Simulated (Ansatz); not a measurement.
Start from `N[SiH2][Se][SiH3]` and change one atom or group to get `N[SiH2][SeH]`.

Ansatz, PBE0-D4/def2-TZVP geometries, multiplicity 1. Each molecule was computed in one conformer, which needn't be the lowest.

Scalar relativity is left out up to krypton.

| property | `N[SiH2][Se][SiH3]` |
| --- | --- |
| HOMO–LUMO gap (ωB97M-V/def2-TZVPP) / eV | 10.61 |
| size of the dipole moment (PBE/def2-TZVPP) / D | 1.74 |
| HOMO energy (B3LYP/def2-TZVPP) / eV | -6.68 |
| HOMO–LUMO gap (B3LYP/def2-TZVPP) / eV | 6.37 |
| LUMO energy (ωB97M-V/def2-TZVPP) / eV | 1.56 |
| HOMO–LUMO gap (PBE/def2-TZVPP) / eV | 4.85 |

(1) What does the change do to each property? (An estimate is asked.)

## Answers

(1) Computed: 
| property | `N[SiH2][SeH]` | shift |
| --- | --- | --- |
| HOMO–LUMO gap (ωB97M-V/def2-TZVPP) / eV | 10.84 | 0.23 |
| size of the dipole moment (PBE/def2-TZVPP) / D | 1.97 | 0.23 |
| HOMO energy (B3LYP/def2-TZVPP) / eV | -6.63 | 0.05 |
| HOMO–LUMO gap (B3LYP/def2-TZVPP) / eV | 6.54 | 0.17 |
| LUMO energy (ωB97M-V/def2-TZVPP) / eV | 1.80 | 0.24 |
| HOMO–LUMO gap (PBE/def2-TZVPP) / eV | 5.05 | 0.20 |

Dipoles are sizes alone; their direction can turn.

B3LYP here is the variant with VWN-RPA as its local correlation; programs differ in this.

Spin–orbit coupling is left out; it splits and shifts lone-pair levels of the heavy atoms by tenths of an eV.
